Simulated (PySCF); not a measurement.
1-methyl-3-methylideneazetidine (C₅H₉N), SMILES C=C1CN(C)C1.

Geometry: B3LYP-D3(BJ)/def2-SVP.

All values below come from SMD-PBE0/def2-SVP run with PySCF.

Solvation free energies are E(SMD) − E(gas) at the gas-phase geometry, for 1 M in both phases. In vacuum the dipole moment is 0.81 D.

Computed solvation free energies in water, chlorobenzene, cyclohexanone:
| solvent | ΔG(solv) (kcal/mol) | its non-electrostatic (CDS) part | dipole (D) |
|---|---|---|---|
| water | -3.5 | 0.2 | 1.20 |
| chlorobenzene | -4.7 | -2.0 | 1.07 |
| cyclohexanone | -3.8 | -0.4 | 1.15 |
